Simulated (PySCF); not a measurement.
C3H3F3O, SMILES O=CCC(F)(F)F, point group C1.

Level: B3LYP/pcSseg-1 in PySCF (density fitting, grid level 2); geometry and Hessian at that level, cubic constants and property derivatives from steps of ±0.6 along each species' dimensionless normal coordinates, second-order vibrational perturbation theory. The parent has the commonest isotopes.

Equilibrium geometry (Å):

```
atom        x        y        z
  O1   1.0824  -1.9213   0.5725
  C2   0.6959  -0.8257   0.8825
  C3   0.7481   0.3598  -0.0720
  C4   0.9164   1.6900   0.6227
  F5  -0.1106   1.9399   1.4682
  F6   2.0500   1.7247   1.3566
  F7   0.9709   2.7080  -0.2569
  H8   0.2496  -0.6277   1.8813
  H9  -0.1970   0.3934  -0.6298
 H10   1.5579   0.2141  -0.7921
```

**Question.** Give the equilibrium and ground-state rotational constants (MHz) of parent; ¹³C at 3.

**Answer.** 
```json
{"species": "parent", "Ae": "5156.2", "Be": "1580.1", "Ce": "1563.3", "A0": "5145", "B0": "1557.8", "C0": "1541.3", "Δ0 (u Å²)": "-94.761", "harmonic ZPE (cm⁻¹)": "13411"}
{"species": "¹³C at 3", "Ae": "5125.5", "Be": "1577.4", "Ce": "1559.9", "A0": "5115.9", "B0": "1555.8", "C0": "1537.6", "Δ0 (u Å²)": "-94.948", "harmonic ZPE (cm⁻¹)": "13363"}
```

Δ0 = Ic − Ia − Ib from the ground-state constants.

**Question.** How is the parent's vibrational correction B0 − Be made up?

**Answer.** 
| axis | harmonic | Coriolis | cubic | total (MHz) |
| --- | --- | --- | --- | --- |
| a | 6.88 | -14 | -4.17 | -11.3 |
| b | 1.17 | -1.72 | -21.8 | -22.3 |
| c | 1.36 | -0.634 | -22.7 | -22 |

**Question.** And its quartic centrifugal distortion constants from the harmonic force field?

**Answer.** Asymmetric top, A reduction, Ir representation: ΔJ = 0.303 kHz, ΔJK = 3.11 kHz, ΔK = -1.53 kHz, δJ = -0.00605 kHz, δK = -4.52 kHz.

A mode lies under 250 cm⁻¹, where this perturbation treatment is rough. Internal rotors are held in one well.
